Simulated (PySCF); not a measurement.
**C4H8BNO3: full NMR table**

| Property | Result |
| --- | --- |
| Formula | C4H8BNO3 |
| SMILES | NC(=O)[C@H]1CCOBO1 |
| Point group of the computed structure | C1 |
| Carbon signals | 4 |
| Proton signals | 8 |

Bonds (- single, = double, # triple, : aromatic): N1-C2, C2=O3, C2-C4, C4-C5, C5-C6, C6-O7, O7-B8, B8-O9, O9-C4. N1 carries H10, H11; C4 carries H12; C5 carries H13, H14; C6 carries H15, H16; B8 carries H17. Stereochemistry as in NC(=O)[C@H]1CCOBO1. H13, H15 are cis to C2 on the ring; H10 is cis to the C=O or C=S heteroatom; H14, H16 are trans to C2 on the ring; H11 is trans to the C=O or C=S heteroatom.

PySCF 2.14.0 with density-fitted response routines calculation with PBE0-D3(BJ)/def2-SVP geometry, spin–spin couplings from B3LYP/pcJ-1 (spin–dipole term only in couplings to heteroatoms) and GIAO PBE/pcSseg-1 shieldings; no relativistic terms, a single conformation, gas phase.

Referencing at the same level of theory: 1H (σref 31.20) and 13C (σref 180.03) vs TMS; 11B (σref 94.77) vs BF3·OEt2; 15N (σref 265.06) against NH3; H2O for 17O (σref 334.63).

| carbon | δC, type | δH (multiplicity, J in Hz) | HMBC from (abs. J ≥ 3 Hz) | span of the C tensor (ppm) |
| --- | --- | --- | --- | --- |
| C2 | 166.6, C | – | H12 | 159 |
| C4 | 73.9, CH | 4.17 (dd, 13.3, 3.7) | H17, H16, H15, H13 | 34 |
| C5 | 33.4, CH2 | H13 1.59 (m); H14 2.46 (m) | – | 13 |
| C6 | 66.2, CH2 | H15 4.16 (m); H16 4.17 (m) | H17, H12, H13 | 57 |

Other nuclei:
```json
{"atoms": "H11", "nucleus": "1H", "environment": "hydrogen on an amide-type nitrogen", "δ (ppm)": "6.43", "σ (ppm)": "24.77"}
{"atoms": "H17", "nucleus": "1H", "environment": "hydrogen on a boron bonded to 2 O, in a 6-membered ring", "δ (ppm)": "4.26", "σ (ppm)": "26.94"}
{"atoms": "H10", "nucleus": "1H", "environment": "hydrogen on an amide-type nitrogen", "δ (ppm)": "4.25", "σ (ppm)": "26.95"}
{"atoms": "B8", "nucleus": "11B", "environment": "boron bonded to 2 O, H, in a 6-membered ring", "δ (ppm)": "21.6", "σ (ppm)": "73.1"}
{"atoms": "N1", "nucleus": "15N", "environment": "amide-type nitrogen", "δ (ppm)": "115.9", "σ (ppm)": "149.2"}
{"atoms": "O3", "nucleus": "17O", "environment": "amide-type carbonyl oxygen", "δ (ppm)": "386.0", "σ (ppm)": "-51.3"}
{"atoms": "O9", "nucleus": "17O", "environment": "oxygen bonded to C, B, in a 6-membered ring", "δ (ppm)": "158.9", "σ (ppm)": "175.8"}
{"atoms": "O7", "nucleus": "17O", "environment": "oxygen bonded to C, B, in a 6-membered ring", "δ (ppm)": "150.8", "σ (ppm)": "183.8"}
```

Selected couplings (Hz, signed; the shortest-range and largest first, 30 at most; isotopes 11B, 1H, 13C): 1J(B8,H17) 190.2, 1J(C6,H15) 155.7, 1J(C4,H12) 149.9, 1J(C6,H16) 147.8, 1J(C5,H14) 141.4, 1J(C5,H13) 134.3, 2J(H13,H14) -16.3, 2J(H15,H16) -13.6, 2J(C6,B8) -2.2, 2J(C4,B8) -2.0, 3J(H13,H16) 14.1, 3J(H12,H13) 13.3, 3J(H13,H15) 5.6, 3J(C5,B8) 5.3, 3J(B8,H15) 4.2, 3J(H12,H14) 3.7, 3J(H14,H16) 3.3, 3J(C2,B8) 2.2, 3J(H14,H15) 1.4, 4J(H16,H17) -1.0.

- δC 166.6: amide carbonyl carbon; it is a carbonyl in resonance with an O or N lone pair, the region of acids, esters and amides.
- δC 73.9: sp3 CH bonded to O, α to a carbonyl; the inductive effect lowers its shielding.
- δC 66.2: sp3 CH2 bonded to O; deshielded by the electronegative neighbour.
- δC 33.4: sp3 CH2 in a ring; saturated and bonded to C and H only.
- δH 6.43, 4.25: hydrogen on an amide-type nitrogen; labile proton, position sensitive to the medium.

OH and NH positions are those of a molecule without intermolecular hydrogen bonds; in solution they move with solvent, concentration and temperature, and exchange usually removes their couplings. Hydrogens on boron are broadened and split by 11B (spin 3/2, 80 %) and 10B (spin 3). Rotation about the amide-type C–N bond is slow at room temperature, so the two groups on nitrogen are listed apart. Splittings below 1 Hz are ignored in the labels, and close J values are merged. Unscaled 3J(H,H) at this level run about 10 % above measured values. Shifts are as computed. Against solution values, carbons near 30 ppm lie about +2 ppm off and those near 130 ppm about +2 ppm. Of 1313 compounds with measured shifts, 239 miss one by over three times the rms of a fit or turn the order of signals round; such compounds aren't used in these exercises. Hydrogen bonding in solution shields acid and N–H amide carbonyl oxygens by tens of ppm. The C=O carbon of an acid or of an amide with N–H lies up to 10 ppm further downfield in solution, through hydrogen bonding that the calculation lacks. Unscaled 17O shifts of doubly bonded oxygen tend to come out too high, by tens of ppm or more. Experimental scales use liquid or dissolved standards, which lie at an offset from isolated NH3 (liquid NH3: subtract about 20 ppm) and H2O (liquid H2O: subtract about 36 ppm).
